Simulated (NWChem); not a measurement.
GaH2Cl; SMILES [Cl][GaH2]

```xyz
4

Ga     0.0000     0.0000     0.7764
H      0.0000    -1.4223     1.4291
H      0.0000     1.4223     1.4291
Cl     0.0000     0.0000    -1.4017
```
Atoms are numbered in this order, from 1.

Level: B3LYP/6-31G* (spherical d) (NWChem), optimised geometry, unscaled harmonic frequencies. B3LYP is NWChem's, with the RPA form of VWN correlation.

```json
[
 {"frequency (cm⁻¹)": "400", "IR intensity (km/mol)": "62.8"},
 {"frequency (cm⁻¹)": "490", "IR intensity (km/mol)": "30.3"},
 {"frequency (cm⁻¹)": "601", "IR intensity (km/mol)": "70.2"},
 {"frequency (cm⁻¹)": "722", "IR intensity (km/mol)": "134.9"},
 {"frequency (cm⁻¹)": "1969", "IR intensity (km/mol)": "49.7"},
 {"frequency (cm⁻¹)": "1989", "IR intensity (km/mol)": "189.1"}
]
```

```
Quantity                                                                           Result
-----------------------------------------------------------------------  ----------------
zero-point energy                                                            8.8 kcal/mol
thermal correction to the enthalpy at 298.15 K (with zero-point energy)     11.7 kcal/mol
heat capacity Cv                                                         10.5 cal/(mol K)
entropy at 298.15 K and 1 atm (symmetry number 2)                        63.3 cal/(mol K)
dipole moment                                                                      2.23 D
```

Rigid rotor and harmonic oscillator.
